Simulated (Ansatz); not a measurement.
```yaml
crystal:
  periodic: [false, false, false]
  atoms:
    - {symbol: C, position_ang: [-2.703196, 0.156558, -1.320305]}
    - {symbol: N, position_ang: [-1.658426, -0.606539, -0.679296]}
    - {symbol: C, position_ang: [-2.119534, -1.869771, -0.169882]}
    - {symbol: Zr, position_ang: [0.183702, 0.252414, -0.752661]}
    - {symbol: F, position_ang: [0.622051, 0.858419, -2.554312]}
    - {symbol: N, position_ang: [0.183353, 1.792167, 0.576407]}
    - {symbol: C, position_ang: [-0.788179, 2.241291, 1.536831]}
    - {symbol: C, position_ang: [1.342593, 2.649940, 0.506152]}
    - {symbol: N, position_ang: [1.519915, -1.125969, -0.080491]}
    - {symbol: C, position_ang: [1.810764, -2.189451, -1.012768]}
    - {symbol: C, position_ang: [2.294732, -1.213264, 1.127880]}
    - {symbol: H, position_ang: [-3.513656, 0.410135, -0.620954]}
    - {symbol: H, position_ang: [-3.150810, -0.383137, -2.167613]}
    - {symbol: H, position_ang: [-2.314811, 1.105022, -1.715850]}
    - {symbol: H, position_ang: [-2.903725, -1.737919, 0.590718]}
    - {symbol: H, position_ang: [-2.544807, -2.500865, -0.965095]}
    - {symbol: H, position_ang: [-1.295659, -2.417834, 0.291948]}
    - {symbol: H, position_ang: [-1.651925, 1.573229, 1.545890]}
    - {symbol: H, position_ang: [-0.370787, 2.264713, 2.554712]}
    - {symbol: H, position_ang: [-1.146147, 3.257548, 1.311941]}
    - {symbol: H, position_ang: [2.054921, 2.291636, -0.249470]}
    - {symbol: H, position_ang: [1.883752, 2.686934, 1.463236]}
    - {symbol: H, position_ang: [1.078966, 3.681996, 0.232383]}
    - {symbol: H, position_ang: [2.868634, -2.199568, -1.313454]}
    - {symbol: H, position_ang: [1.574140, -3.178510, -0.593263]}
    - {symbol: H, position_ang: [1.218992, -2.082835, -1.932101]}
    - {symbol: H, position_ang: [3.375872, -1.182913, 0.923634]}
    - {symbol: H, position_ang: [2.095476, -2.149852, 1.670027]}
    - {symbol: H, position_ang: [2.053800, -0.383574, 1.795746]}
basis:
  gaussian: {orbitals: def2-TZVPP}
magnetization: {spin_polarized: true, initial_magnetization: 0}
hamiltonian: {xc: {name: B2GP-PLYP}}
scf: {lower_state_search: light}
```

```sh
$ ansatz run in.yaml --threads 11 --pin off --events-out ev --progress --plain --max-ram 110592MiB --backend cuda --devices 0, --max-vram 75GiB
```

It prints (some lines left out):

```
Functional definition: B2GP-PLYP
3671 factors; integrals over basis functions are off by at most 1.0e-3 eV
mean field evaluation 1: about -14934.4987 eV, gradient 6.3e1 eV
mean field evaluation 2: about -14934.5067 eV, gradient 6.3e1 eV
mean field evaluation 4: about -14950.4669 eV, gradient 9.0e0 eV
mean field evaluation 8: about -14950.8330 eV, gradient 4.6e-1 eV
mean field evaluation 16: about -14950.8338 eV, gradient 1.0e-4 eV
mean field -14950.83376483 eV, -549.4330068184 hartree, gradient 6.4e-6 eV, S^2 0.000000; 0 other end points of the search recorded, 0 dependent functions left out
10 core orbitals not correlated: weight in the atoms' cores, before any rotation towards them, 1.000 or more for the frozen orbitals, at most 0.000 for the correlated occupied ones
reference -14950.83399041 eV, -549.4330151082 hartree; 38, 38 occupied and 570, 570 virtual orbitals, 3671 factors
second order -72.51069631 eV of doubles, -0.00000000 eV of singles
Total energy: -14976.93784108 eV, -550.3923139266 hartree
```

It took 5 s on 11 threads of an AMD EPYC 7R13 on a shared host and a whole NVIDIA H100 80 GB, with 4.1 GiB of host memory at the peak.
